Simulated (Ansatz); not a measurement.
The same path of GeH4O + H3P (10 atoms, charge 0, multiplicity 1) was run twice with different band settings. Lost on the way: Ge1–H2, P7–H10. Made: Ge1–P7, H2–H10.

All numbers below come from RKS r2SCANh-D4/def2-SVP (Ansatz 0.2.0).

Relaxed end points:

```xyz
10
Properties=species:S:1:pos:R:3
Ge -0.173 -0.458 -0.172
H -0.331 -0.575 1.353
O 1.556 -0.461 -0.618
H 2.023 -1.237 -0.290
H -0.690 0.882 -0.688
H -0.887 -1.633 -0.860
P 2.169 2.659 1.515
H 2.278 1.504 0.685
H 1.418 3.380 0.540
H 0.995 2.175 2.167
```

```xyz
10
Properties=species:S:1:pos:R:3
Ge 0.355 0.387 -0.662
H -0.121 0.042 3.478
O 1.657 -0.480 -1.519
H 2.263 -0.921 -0.915
H -0.517 0.936 -1.791
H -0.432 -0.586 0.235
P 1.125 2.145 0.649
H 2.123 1.352 1.292
H 2.020 2.605 -0.362
H -0.113 0.758 3.228
```

Common settings: movable images 7; climbing image yes; optimiser quadratic models (default); start path through a guess of the saddle point; force threshold 0.05 eV/Å; iteration limit 60; end points relaxed.

| run | spring |
| --- | --- |
| 1 | 5.0 eV/Å² |
| 2 | 0.1 eV/Å² |

What does each run give, and how far can it be trusted?

Run 1: converged after 36 iterations, highest image 2.701 eV above the first end. Beside the main top the profile has a ripple of under 15 meV (maxima at images 1, 4), which may be a very shallow well or noise. Neighbouring images differ by up to 2.6 eV, so the band resolves the path poorly. A vibrational analysis at the climbing image gives one clearly imaginary mode, 1448i cm⁻¹: a first-order saddle point.
Run 2: converged after 42 iterations, highest image 2.703 eV above the first end. Neighbouring images differ by up to 2.6 eV, so the band resolves the path poorly. Another band between the same ends (7 images) ends at a top of the same energy, where a vibrational analysis finds 1 clearly imaginary mode.
The orbitals stay closed-shell, which can raise the energy where a bond breaks towards radicals; this wasn't checked here.
